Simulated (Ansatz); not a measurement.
K9H8⁺. The state is a singlet with charge 1. Geometry r2SCAN-D4/def2-SVP, loosely relaxed; atoms count from 1.

```csv
atom,x (Å),y (Å),z (Å)
K1,3.065,2.354,-1.062
K2,2.869,-0.281,1.749
K3,2.744,-2.630,-2.220
K4,-2.624,-0.070,1.731
K5,0.404,2.953,1.789
K6,-2.212,2.776,-1.122
K7,0.126,-0.177,-0.994
K8,-3.368,-2.212,-1.611
K9,-0.496,-3.357,1.116
H10,0.438,2.547,-1.047
H11,3.018,-0.379,-1.086
H12,-2.898,-2.597,0.794
H13,2.878,2.195,1.490
H14,-2.111,2.470,1.429
H15,-2.522,0.172,-1.374
H16,0.277,-0.816,1.736
H17,0.413,-2.948,-1.318
```

The geometry of the charge 1 singlet is only loosely relaxed. The structure comes from a short search, and lower isomers may exist.

Estimate the Mulliken populations from the PBE0/def2-TZVP orbitals of Ansatz.


```json
{"atom": "K1", "charge (e)": "0.59"}
{"atom": "K2", "charge (e)": "0.55"}
{"atom": "K3", "charge (e)": "0.52"}
{"atom": "K4", "charge (e)": "0.65"}
{"atom": "K5", "charge (e)": "0.59"}
{"atom": "K6", "charge (e)": "0.58"}
{"atom": "K7", "charge (e)": "0.92"}
{"atom": "K8", "charge (e)": "0.55"}
{"atom": "K9", "charge (e)": "0.50"}
{"atom": "H10", "charge (e)": "-0.59"}
{"atom": "H11", "charge (e)": "-0.59"}
{"atom": "H12", "charge (e)": "-0.52"}
{"atom": "H13", "charge (e)": "-0.52"}
{"atom": "H14", "charge (e)": "-0.52"}
{"atom": "H15", "charge (e)": "-0.59"}
{"atom": "H16", "charge (e)": "-0.58"}
{"atom": "H17", "charge (e)": "-0.54"}
```
Mulliken values and Mayer orders depend strongly on the basis.
